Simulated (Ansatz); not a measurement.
The same ligand exchange along the group B, Al, Ga, In.

Isolated molecules relaxed with PBE0-D4/def2-TZVP in Ansatz; ΔE leaves out vibrations. CCSD(T)/CBS adds triple-zeta CCSD(T) − MP2 to the extrapolated MP2 energy (def2 sets, frozen cores). This one scheme is used for every species. def2 core potentials past Kr. For Ga, I, In outer-core shells are correlated without core-valence functions, which leaves a few kJ/mol of doubt a bond. Scalar relativity is left out up to krypton.

Order these by ΔE at CCSD(T)/CBS, lowest first. (Best estimate.)
A. `[Cl][Al]([Cl])[I]` + H–F → `[F][Al]([Cl])[Cl]` + HI
B. `[Cl][In]([Cl])[I]` + H–F → `[F][In]([Cl])[Cl]` + HI
C. `ClB(Cl)I` + H–F → `FB(Cl)Cl` + HI
D. `[Cl][Ga]([Cl])[I]` + H–F → `[F][Ga]([Cl])[Cl]` + HI

C (-0.76 eV), A (-0.26 eV), D (+0.61 eV), B (+1.06 eV).

Largest T1 diagnostic: 0.014, for `[F][In]([Cl])[Cl]`.
